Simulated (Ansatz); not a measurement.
Program: Ansatz. Geometries: PBE0-D4/def2-TZVP. ΔE: electronic, gas phase. CCSD(T)/CBS is the MP2 limit (def2-TZVPP, def2-QZVPP) plus CCSD(T) − MP2 in def2-TZVPP, frozen cores. This one scheme is used for every species. DFT in def2-TZVPP. Elements past krypton have def2 core potentials. For Zr outer-core shells are correlated without core-valence functions, which leaves a few kJ/mol of doubt a bond. One conformer a species, not always the lowest.

Reaction (redistribution): `CN(C)[Si]F` + `[CH3][Zr]([F])([F])[F]` → `C[Si]F` + `C[N](C)[Zr]([F])([F])[F]`

Question: Is it downhill or uphill in electronic energy at CCSD(T)/CBS, and by how much? (An estimate is asked.)

Answer: The calculation gave: Uphill: ΔE = +5.9 kcal/mol.

Question: What do these levels give: LDA (SPW92), revPBE-D4, r2SCAN-D4, B97M-V, CCSD/def2-SVP, MP2/CBS(def2)? (An estimate is asked.)

Answer: The calculation gave: LDA (SPW92) 7.5, revPBE-D4 6.0, r2SCAN-D4 7.1, B97M-V 6.6, CCSD/def2-SVP 2.3, MP2/CBS(def2) 6.1 kcal/mol.

Largest T1 diagnostic among the species: 0.017.

In def2-TZVPP, CCSD(T) changes the Hartree–Fock value by −0.9 kcal/mol (the triples alone add −0.1 kcal/mol) and MP2 by −0.8 kcal/mol. Leaving LDA and LC-ωPBE aside and taking each functional with its dispersion term where it has one, the values, not all of them listed here, spread over 1.2 kcal/mol, from B2PLYP to r2SCAN-D4. LDA lies +1.3 kcal/mol from PBE without D4. At CCSD(T), def2-SVP lies −3.7 kcal/mol from the extrapolated value and def2-TZVPP −0.9 kcal/mol.
